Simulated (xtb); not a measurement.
Ti(F)4(OH2) (F4H2OTi), SMILES [OH2]->[Ti]([F])([F])([F])[F], multiplicity 1. All values are semi-empirical tight-binding results from xtb (GFN2-xTB unless named), good for trends rather than for accurate numbers. Coordinates come from a GFN2-xTB optimisation. The spin state was assumed, not searched.

Optimised geometry:

```xyz
8

Ti     0.1488     0.1221    -0.1476
F      1.1246    -1.1506     0.4648
F     -1.1475    -0.3603    -1.1650
F     -0.1141     1.4645     0.8649
F      1.2120     0.8055    -1.2973
O     -1.2511    -0.8473     1.3362
H     -2.0844    -1.1446     0.9432
H     -0.8550    -1.5942     1.8079
```
Charge 0, spin multiplicity 1.

For metal compounds this method's bond lengths and energies can be far off.

```yaml
point_group_as_xtb_finds_it: Cs
orbital_gap: 5.32 eV
zero_point_energy: 19.0 kcal/mol
G − E(el) at 298.15 K (modified RRHO): -2.3 kcal/mol
```

Question: Give the atomic charges and the Wiberg bond orders between heavy atoms. (An estimate is asked for; the answer gives what the named calculation found.)

Answer: charges (e) Ti1 1.40, F2 -0.42, F3 -0.42, F4 -0.40, F5 -0.39, O6 -0.48, H7 0.36, H8 0.36. Bond orders Ti1–F2 0.91, Ti1–F3 0.91, Ti1–F4 0.95, Ti1–F5 0.96, Ti1–O6 0.34.
